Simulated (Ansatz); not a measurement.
SiH-, multiplicity 3 (lowest of 2S+1 = 1, 3, 5 at CCSD(T)/def2-TZVPP on PBE0 minima; our sources give no spin for the ground state, which may be another), most abundant isotopes (1.0078 and 27.9769 u). Constants from fifth-degree fits in 1/R to seven points on the lowest solution found; no spin–orbit coupling, no relativity up to Kr; ω_e x_e and α_e move by some per cent with the fit.

Frozen-core correlation. CBS: X⁻³ extrapolation of the correlation energy, Hartree–Fock from the larger set.

The values were computed with Ansatz (Gaussian basis) for Hartree–Fock, density functionals and correlated methods. Each number belongs to the level named beside it.

```csv
level,r_e (Å),ω_e (cm⁻¹),ω_e x_e (cm⁻¹),α_e (cm⁻¹)
PBE/def2-TZVPP,1.5748,1772.5,39.8,0.246
"CCSD(T)/CBS(aug-cc-pV(Q+d)Z, aug-cc-pV(5+d)Z)",1.5507,1865.7,42.3,0.252
```

### Question
Predict ω_e, ω_e x_e, B_e and the fall in zero-point energy on putting deuterium (2.014102 u) for H, at CCSD(T)/CBS(aug-cc-pV(Q+d)Z, aug-cc-pV(5+d)Z).

### Answer

The curve stays; ρ = √(μ_H/μ_D) = √(0.97278/1.87884) = 0.71955. ω_e scales with ρ: 1342 cm⁻¹; ω_e x_e and B_e with ρ²: 21.9 and 3.731 cm⁻¹. The zero-point energy falls by 257 cm⁻¹, by which D₀ of the deuteride is larger.

Ansatz is a first-principles code.
